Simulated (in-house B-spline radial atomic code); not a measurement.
Functionals against successive ionisation energies: Cr to Cr⁶⁺

Ionisation energies as differences of self-consistent total energies from an all-electron radial atomic-structure program (B-spline basis): all electrons, radial basis limit, scalar-relativistic (one-electron X2C), spin-polarised at highest spin, spherical densities; exact exchange is averaged over the determinants of each configuration. No spin-orbit coupling, Breit or QED terms. NIST's values run from ground level to ground level, so in open shells the differences also hold multiplet and fine-structure energies that spherical high-spin averages miss. Columns give computed minus NIST, in eV; a star marks a semi-empirical value. Species are left out where the tabulated value is theory, is uncertain by more than 0.12 eV, or (13 ions, such as In⁴⁺, Te⁴⁺ and Bi⁴⁺) lies off its series for all methods alike, which flatters the means a little.

```json
{"species": "Cr", "shell": "4s", "NIST (eV)": "6.77", "PBEsol": "+0.62", "RPBE": "+0.53", "BP86": "+0.77", "SCAN": "+0.80", "r2SCAN": "+0.59", "LC-wPBE": "-0.01"}
{"species": "Cr⁺", "shell": "3d", "NIST (eV)": "16.49", "PBEsol": "+0.75", "RPBE": "+0.68", "BP86": "+0.81", "SCAN": "+0.89", "r2SCAN": "+0.89", "LC-wPBE": "+0.42"}
{"species": "Cr²⁺", "shell": "3d", "NIST (eV)": "30.96 ± 0.03", "PBEsol": "+1.08", "RPBE": "+1.03", "BP86": "+1.12", "SCAN": "+1.21", "r2SCAN": "+1.24", "LC-wPBE": "+0.99"}
{"species": "Cr³⁺", "shell": "3d", "NIST (eV)": "49.16 ± 0.05*", "PBEsol": "+0.37", "RPBE": "+0.33", "BP86": "+0.42", "SCAN": "+0.37", "r2SCAN": "+0.43", "LC-wPBE": "+0.39"}
{"species": "Cr⁴⁺", "shell": "3d", "NIST (eV)": "69.46 ± 0.04*", "PBEsol": "-0.23", "RPBE": "-0.26", "BP86": "-0.16", "SCAN": "-0.50", "r2SCAN": "-0.43", "LC-wPBE": "-0.14"}
{"species": "Cr⁵⁺", "shell": "3d", "NIST (eV)": "90.63", "PBEsol": "+0.19", "RPBE": "+0.14", "BP86": "+0.28", "SCAN": "-0.49", "r2SCAN": "-0.42", "LC-wPBE": "+0.33"}
{"species": "Cr⁶⁺", "shell": "3p", "NIST (eV)": "160.29 ± 0.06*", "PBEsol": "+0.08", "RPBE": "+0.21", "BP86": "+0.33", "SCAN": "+1.12", "r2SCAN": "+1.06", "LC-wPBE": "+0.33"}
```

(1) How do the methods rank, and which species is hardest?

## Answers

(1) Mean absolute (signed) differences: LC-wPBE 0.37 (+0.33) eV; RPBE 0.46 (+0.38) eV; PBEsol 0.48 (+0.41) eV; BP86 0.56 (+0.51) eV; r2SCAN 0.72 (+0.48) eV; SCAN 0.77 (+0.48) eV. For Cr²⁺, which loses a 3d electron, the nearest method is off by +0.99 eV, the largest such miss.
